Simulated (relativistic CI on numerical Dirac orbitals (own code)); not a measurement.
## Line list: Electric-dipole lines, Gd²⁵⁺

Computed by Dirac-Coulomb-Breit CI, orbitals from a KLI potential per configuration, model QED, unscaled Slater integrals (own radial code, finite nucleus).

Configurations in the expansion (outside the closed core [Ar] 3d10): 4s²4p⁶4d³, 4s²4p⁵4d⁴, 4s²4p⁶4d²4f, 4s4p⁶4d⁴, 4s4p⁶4d³4f, 4s²4p⁶4d²5s, 4s²4p⁶4d²5p, 4s²4p⁶4d4f5s, 4s²4p⁶4d²5d, 4s²4p⁵4d³5s, 4s²4p⁶4d4f², 4s²4p⁶4f³, 4s4p⁶4d4f³, 4s²4p⁶4f²5s, 4s²4p⁶4f²5p, 4s²4p⁶4d5s², 4s²4p⁶4f5s², 4s4p⁶4d4f5s², 4s²4p⁶5s²5p. Double excitations out of closed p, d and f shells are left out; levels of such configurations are missing from the list, as are those of other unlisted configurations, and high levels can miss mixing partners. These lack a partner that the ground configuration has and come out too high: 4s²4p⁶4d²5d, 4s²4p⁵4d³5s.

| λ vac (nm) | Lower | Upper | A (s⁻¹) | E lower (cm⁻¹) | E upper (cm⁻¹) |
| --- | --- | --- | --- | --- | --- |
| 7.0017 | 4s²4p⁶4d³ ⁴F3/2 [1] | 4s²4p⁶4d²4f ⁴G°5/2 [200] | 1.13e+12 | 0 | 1428231 |
| 7.0458 | 4s²4p⁶4d³ ⁴F3/2 [1] | 4s²4p⁶4d²4f ²D°3/2 [197] | 3.00e+11 | 0 | 1419291 |
| 7.0823 | 4s²4p⁶4d³ ⁴F3/2 [1] | 4s²4p⁶4d²4f ²D°3/2 [194] | 1.22e+12 | 0 | 1411966 |
| 7.2381 | 4s²4p⁶4d³ ⁴F3/2 [1] | 4s²4p⁵4d⁴ ²D°3/2 [182] | 2.26e+11 | 0 | 1381569 |
| 7.2950 | 4s²4p⁶4d³ ⁴F5/2 [2] | 4s²4p⁶4d²4f ²F°5/2 [195] | 4.51e+10 | 44635 | 1415441 |
| 7.6071 | 4s²4p⁶4d³ ⁴F7/2 [4] | 4s²4p⁶4d²4f ²G°9/2 [181] | 3.81e+10 | 66652 | 1381219 |
| 7.7908 | 4s²4p⁶4d³ ⁴P5/2 [7] | 4s²4p⁵4d⁴ ²F°7/2 [188] | 7.66e+10 | 112918 | 1396485 |
| 8.0112 | 4s²4p⁶4d³ ²H11/2 [12] | 4s²4p⁵4d⁴ ²I°13/2 [189] | 3.15e+10 | 152047 | 1400300 |
| 8.0798 | 4s²4p⁶4d³ ⁴F9/2 [9] | 4s²4p⁶4d²4f ⁴F°9/2 [175] | 6.74e+10 | 124578 | 1362230 |
| 8.0999 | 4s²4p⁶4d³ ²G9/2 [16] | 4s²4p⁵4d⁴ ²H°11/2 [198] | 1.15e+11 | 191214 | 1425805 |
| 8.1356 | 4s²4p⁶4d³ ²H11/2 [12] | 4s²4p⁶4d²4f ²G°9/2 [181] | 6.03e+10 | 152047 | 1381219 |
| 8.1886 | 4s²4p⁶4d³ ²G9/2 [6] | 4s²4p⁶4d²4f ²G°9/2 [146] | 3.29e+10 | 74058 | 1295269 |
| 8.1980 | 4s²4p⁶4d³ ²G9/2 [16] | 4s²4p⁶4d²4f ²G°9/2 [193] | 1.34e+11 | 191214 | 1411019 |
| 8.2656 | 4s²4p⁶4d³ ⁴F9/2 [9] | 4s²4p⁶4d²4f ²H°11/2 [163] | 3.15e+10 | 124578 | 1334411 |
| 8.3330 | 4s²4p⁶4d³ ²G7/2 [8] | 4s²4p⁶4d²4f ⁴D°5/2 [156] | 7.45e+10 | 116567 | 1316609 |
| 8.3606 | 4s²4p⁶4d³ ²G9/2 [16] | 4s²4p⁶4d²4f ²F°7/2 [185] | 8.60e+10 | 191214 | 1387300 |
| 8.4576 | 4s²4p⁶4d³ ²H11/2 [12] | 4s²4p⁶4d²4f ²H°11/2 [163] | 4.47e+10 | 152047 | 1334411 |
| 8.5440 | 4s²4p⁶4d³ ²H11/2 [12] | 4s²4p⁶4d²4f ²G°9/2 [158] | 7.23e+10 | 152047 | 1322455 |
| 8.7177 | 4s²4p⁶4d³ ⁴F7/2 [4] | 4s²4p⁵4d⁴ ²F°5/2 [104] | 3.52e+10 | 66652 | 1213750 |
| 8.7593 | 4s²4p⁶4d³ ²G7/2 [8] | 4s²4p⁵4d⁴ ²D°5/2 [123] | 5.13e+10 | 116567 | 1258207 |
| 8.7968 | 4s²4p⁶4d³ ⁴F5/2 [2] | 4s²4p⁵4d⁴ ⁴D°3/2 [92] | 4.87e+10 | 44635 | 1181414 |
| 8.8155 | 4s²4p⁶4d³ ⁴F9/2 [9] | 4s²4p⁵4d⁴ ²G°7/2 [124] | 4.34e+10 | 124578 | 1258947 |
| 8.9832 | 4s²4p⁶4d³ ²G9/2 [6] | 4s²4p⁵4d⁴ ²F°7/2 [95] | 2.97e+10 | 74058 | 1187247 |
| 9.0612 | 4s²4p⁶4d³ ⁴F5/2 [2] | 4s²4p⁵4d⁴ ⁴F°5/2 [72] | 3.62e+10 | 44635 | 1148243 |
| 9.1544 | 4s²4p⁶4d³ ⁴P3/2 [3] | 4s²4p⁵4d⁴ ⁴F°3/2 [78] | 5.21e+10 | 63545 | 1155914 |
| 9.1600 | 4s²4p⁶4d³ ⁴F3/2 [1] | 4s²4p⁵4d⁴ ⁴D°1/2 [50] | 8.68e+10 | 0 | 1091704 |
| 9.3158 | 4s²4p⁶4d³ ²G9/2 [6] | 4s²4p⁵4d⁴ ²G°9/2 [71] | 4.55e+10 | 74058 | 1147499 |
| 9.3259 | 4s²4p⁶4d³ ²H11/2 [12] | 4s²4p⁵4d⁴ ²H°11/2 [109] | 2.87e+10 | 152047 | 1224333 |
| 9.3508 | 4s²4p⁶4d³ ⁴F7/2 [4] | 4s²4p⁵4d⁴ ⁴D°7/2 [66] | 2.40e+10 | 66652 | 1136078 |
| 9.4556 | 4s²4p⁶4d³ ⁴F3/2 [1] | 4s²4p⁵4d⁴ ⁴G°5/2 [38] | 3.45e+10 | 0 | 1057576 |

Terms are leading LS components. Brackets give the number of a level in order of energy, since labels repeat. The list gives strong lines, with weight on those to low levels, without lines whose two gauges differ by over a factor of 2.5, among the lowest 200 of 2172 levels, so that lines to higher ones, which can be the strongest, are missing. Levels whose partners in the same complex of configurations lie outside the list can be far off, and so can their lines. Rates are taken at the computed energies, electric ones in the length gauge.

At this charge energies of transitions that change n are usually good to better than 1 %, and those within a shell (Δn = 0) to a few per cent. Terms inside the open d or f shell come out 10 to 20 % too wide with unscaled integrals.

LS names give the leading component of a level, which can be under half, so a name can repeat, a term be missing and a line seem to break the LS rules.
